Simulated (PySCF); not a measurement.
## Gas-phase XPS of (BeO)4 cube, computed

(BeO)4 cube, Be4O4.
Geometry (PBE0-D3(BJ)/def2-SVP, Å), atoms numbered from 1 in this order:
```xyz
8
Be4O4 angstrom
Be    -0.1326   -0.9152    0.8657
O      1.3571   -0.6269    0.2874
Be     0.7897    0.8865    0.4407
O     -0.5670    0.5924    1.2824
Be    -1.1289    0.5215   -0.2393
O     -0.9494   -1.0658   -0.5296
Be     0.4718   -0.4930   -1.0666
O      0.1593    1.1005   -1.0408
```

Level of theory: PySCF, delta-SCF UKS SCAN, pcX-2 on the ionised atom, pcseg-1 elsewhere, spin-free X2C. These are vertical core ionisation energies against the vacuum level, from separate self-consistent calculations with and without the core hole.

**Question.** What binding energy does each computed site have?

**Answer.** 
```tsv
atom(s)	bonded to	level	binding energy (eV)	count
Be1/Be3/Be5/Be7	3 O	Be 1s	121.10	4
O2/O4/O6/O8	3 Be	O 1s	536.96	4
```

**Question.** Which effective nuclear charge Zeff reproduces each element's mean 1s value in the hydrogen-like formula E = 13.606 eV × Zeff²?

**Answer.** Be (Z = 4): mean 121.1 eV, Zeff = 2.98, Z − Zeff = 1.02; O (Z = 8): mean 537.0 eV, Zeff = 6.28, Z − Zeff = 1.72. Means run over the listed sites, weighted by atom count.

**Question.** Express the binding energy of O 1s of O2 (atom 2)/O4/O6/O8 in atomic units and per mole.

**Answer.** 536.96 eV = 19.7329 Eh = 51809 kJ/mol.

The first atom of each set that the bonding makes equivalent was ionised and stands for the set. Geometry: PBE0-D3(BJ)/def2-SVP, one conformer, isolated molecule.
